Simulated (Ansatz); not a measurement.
Consider the atomization: `C=C([SiH3])CC` → 4 C• + 10 H• + Si•.

Program: Ansatz. Geometries: PBE0-D4/def2-TZVP. ΔE: electronic, gas phase. CCSD(T)/CBS is the MP2 limit (def2-TZVPP, def2-QZVPP) plus CCSD(T) − MP2 in def2-TZVPP, frozen cores. This one scheme is used for every species, atoms too. For atomizations the MP2-based limit and the directly extrapolated one differ by several kJ/mol either way, and by 10 to 25 for some Ge, Se and Sn compounds, so smaller differences from it don't rank the levels. DFT in def2-TZVPP. B3LYP here is the variant with VWN-RPA as its local correlation; programs differ in this. HSE06 is defined as in plane-wave codes. No spin–orbit coupling; open shells (•) take unrestricted orbitals. Spin–orbit coupling would lower the free atoms: a little for C, Si. Each species was taken in one conformer, which may not be the lowest.

| level | ΔE (kJ/mol) | difference from CCSD(T)/CBS |
| --- | --- | --- |
| LDA (SPW92) | 6416.6 | 709.3 |
| revPBE-D4 | 5675.9 | -31.4 |
| BLYP-D4 | 5680.8 | -26.5 |
| r2SCAN-D4 | 5715.3 | 8.0 |
| B97M-V | 5721.4 | 14.1 |
| PBE0-D4 | 5726.7 | 19.4 |
| B3LYP-D4 | 5717.7 | 10.4 |
| r2SCANh-D4 | 5695.8 | -11.5 |
| r2SCAN0-D4 | 5668.5 | -38.8 |
| HSE06-D4 | 5729.8 | 22.5 |
| BHLYP-D4 | 5606.8 | -100.5 |
| CAM-B3LYP-D4 | 5733.6 | 26.3 |
| ωB97X-V | 5718.3 | 11.0 |
| ωB97M-V | 5720.0 | 12.7 |
| B2PLYP | 5653.2 | -54.1 |
| PBE | 5749.9 | 42.6 |
| revPBE | 5576.7 | -130.6 |
| BLYP | 5611.7 | -95.6 |
| r2SCAN | 5707.1 | -0.2 |
| PBE0 | 5700.0 | -7.3 |
| B3LYP | 5667.5 | -39.8 |
| r2SCANh | 5687.1 | -20.2 |
| r2SCAN0 | 5659.0 | -48.3 |
| HSE06 | 5705.0 | -2.3 |
| BHLYP | 5569.9 | -137.4 |
| CAM-B3LYP | 5706.7 | -0.6 |
| LC-ωPBE | 5680.1 | -27.2 |
| HF/def2-SVP | 4389.9 | -1317.4 |
| MP2/def2-SVP | 5485.2 | -222.1 |
| CCSD/def2-SVP | 5424.3 | -283.0 |
| CCSD(T)/def2-SVP | 5473.8 | -233.5 |
| HF/def2-TZVPP | 4342.2 | -1365.1 |
| MP2/def2-TZVPP | 5621.4 | -85.9 |
| SCS-MP2/def2-TZVPP | 5624.3 | -83.0 |
| CCSD/def2-TZVPP | 5519.2 | -188.1 |
| HF/def2-QZVPP | 4347.7 | -1359.6 |
| MP2/def2-QZVPP | 5693.0 | -14.3 |
| SCS-MP2/def2-QZVPP | 5705.6 | -1.7 |
| MP2/CBS(def2) | 5742.9 | 35.6 |
| CCSD/CBS(def2) | 5640.7 | -66.6 |
| CCSD(T)/CBS | 5707.3 | 0 |

Largest T1 diagnostic among the species: 0.012.

Leaving LDA and LC-ωPBE aside and taking each functional with its dispersion term where it has one, the values, not all of them listed here, spread over 174.6 kJ/mol, from BHLYP-D4 to PBE-D4. LDA lies +666.7 kJ/mol from PBE without D4, its usual overbinding. The D4 term adds +50.3 kJ/mol with B3LYP and +26.7 kJ/mol with PBE0; it sums over pairs of atoms, weighted by their polarisabilities, and B3LYP, whose exchange is more repulsive, gets the larger term. From BLYP to BHLYP (50 % exact exchange), in def2-TZVPP and without D4, ΔE moves by −41.8 kJ/mol: exact exchange takes away binding that semilocal exchange gives to molecules.
